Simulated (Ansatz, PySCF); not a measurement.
A series of adiabatic ionisation energy values:

A. NN (N2H4) -> NN (N2H4) as doublet, charge +1
B. [CH3][Sn]([OH])([OH])[OH] → [CH3][Sn]([OH])([OH])[OH] as doublet, charge +1
C. [SiH3]Cl [chlorosilane] -> [SiH3]Cl as doublet, charge +1
D. [O]=[Ge]([Cl])[Cl] → [O]=[Ge]([Cl])[Cl] as doublet, charge +1

Quantity: adiabatic ionisation energy (0 K, with B3LYP-D3(BJ) harmonic zero-point energies), kJ/mol. Structures are relaxed separately at B3LYP-D3(BJ)/def2-TZVP in Ansatz (a quantum-chemistry and plane-wave program), one conformer each, not searched for the lowest. Frequencies are from Ansatz or PySCF. A spin state is the lowest found, not a proven ground state. Correlated levels leave the core frozen unless marked. Open shells are spin-unrestricted. Spin-orbit coupling is left out. The frozen core is the preceding noble-gas configuration, with the filled d and f shells of earlier blocks. In def2 rows, elements after Kr have scalar-relativistic effective core potentials. CBS marks a two-point X^-3 extrapolation of the correlation energy; Hartree-Fock from the larger set. [CCSD(T)-MP2]/basis is that difference in the basis named.

Q: Rank them by adiabatic ionisation energy at RI-MP2/CBS(def2-TZVPP,def2-QZVPP)+[CCSD(T)-MP2]/def2-TZVPP (Ansatz), lowest first.

A: A (777.9 kJ/mol), B (971.3 kJ/mol), D (1014.6 kJ/mol), C (1102.3 kJ/mol)
